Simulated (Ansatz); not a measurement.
`C[O][Ge]([OH])([Cl])[Cl]` → Cl• + `C[O][Ge]([OH])[Cl]`•  (homolysis of the Cl–Ge bond)

Isolated molecules relaxed with PBE0-D4/def2-TZVP in Ansatz; ΔE leaves out vibrations. CCSD(T)/CBS is the MP2 limit (def2-TZVPP, def2-QZVPP) plus CCSD(T) − MP2 in def2-TZVPP, frozen cores. This one scheme is used for every species, atoms too. DFT in def2-TZVPP. B3LYP here is the variant with VWN-RPA as its local correlation; programs differ in this. Open shells (•) are unrestricted, without spin–orbit coupling. Spin–orbit coupling would lower the free atoms: a little for Cl. Bonds to Ge are less sure, by a few kJ/mol each and by 10 to 20 or more in all where they break to atoms, as the def2 sets lack core-valence functions. Scalar relativity is left out up to krypton. Each species was taken in one conformer, which may not be the lowest.

```
         level  ΔE (kcal/mol)
        PBE-D4           93.9
     r2SCAN-D4           95.2
       ωB97X-V           98.8
        B2PLYP           93.3
           PBE           92.0
         B3LYP           88.2
MP2/def2-TZVPP          102.7
CCSD/CBS(def2)           98.3
```

(1) What does CCSD(T)/CBS give? (An estimate is asked.)

Largest T1 diagnostic among the species: 0.015.

Results:

(1) The calculation gave: +100.4 kcal/mol. The listed levels differ from it by -6.5, -5.2, -1.6, -7.1, -8.4, -12.2, 2.3, -2.1 kcal/mol.

In def2-TZVPP, CCSD(T) changes the Hartree–Fock value by +23.0 kcal/mol (the triples alone add +2.0 kcal/mol) and MP2 by +28.4 kcal/mol; breaking electron pairs costs correlation energy, which Hartree–Fock lacks. From PBE to PBE0 (25 % exact exchange), in def2-TZVPP and without D4, ΔE moves by +2.5 kcal/mol. The D4 term adds +3.2 kcal/mol with B3LYP and +1.8 kcal/mol with PBE0; it sums over pairs of atoms, weighted by their polarisabilities, and B3LYP, whose exchange is more repulsive, gets the larger term.

CCSD(T)/CBS has its own doubt, a few kJ/mol and more with outer-core shells, so smaller differences from it don't rank the levels.
